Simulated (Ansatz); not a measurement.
Consider the ligand exchange at the Si–O bond: `O[SiH3]` + `CC(N)S` → `CC(S)N[SiH3]` + H₂O.

Computed with Ansatz on PBE0-D4/def2-TZVP structures; ΔE is electronic, products minus reactants. CBS: MP2 limit from def2 TZ/QZ plus the TZ coupled-cluster correction, frozen cores. This one scheme is used for every species. DFT in def2-TZVPP. One conformer a species, not always the lowest.

Problem. Is it downhill or uphill in electronic energy at CCSD(T)/CBS, and by how much? (Estimate.)

Solution. Ansatz gave: Uphill: ΔE = +27.1 kJ/mol.

Problem. What do these levels give: PBE0-D4, ωB97M-V, MP2/def2-TZVPP, HF/def2-QZVPP, MP2/def2-QZVPP, SCS-MP2/def2-QZVPP? (An estimate is asked.)

Solution. Computed: PBE0-D4 24.8, ωB97M-V 30.6, MP2/def2-TZVPP 27.1, HF/def2-QZVPP 46.9, MP2/def2-QZVPP 25.9, SCS-MP2/def2-QZVPP 30.7 kJ/mol.

Largest T1 diagnostic among the species: 0.011.

The D4 term adds −10.8 kJ/mol with B3LYP and −6.2 kJ/mol with PBE0; it sums over pairs of atoms, weighted by their polarisabilities, and B3LYP, whose exchange is more repulsive, gets the larger term. In def2-TZVPP, CCSD(T) changes the Hartree–Fock value by −17.8 kJ/mol (the triples alone add −2.8 kJ/mol) and MP2 by −19.8 kJ/mol.

B3LYP here is the variant with VWN-RPA as its local correlation; programs differ in this.
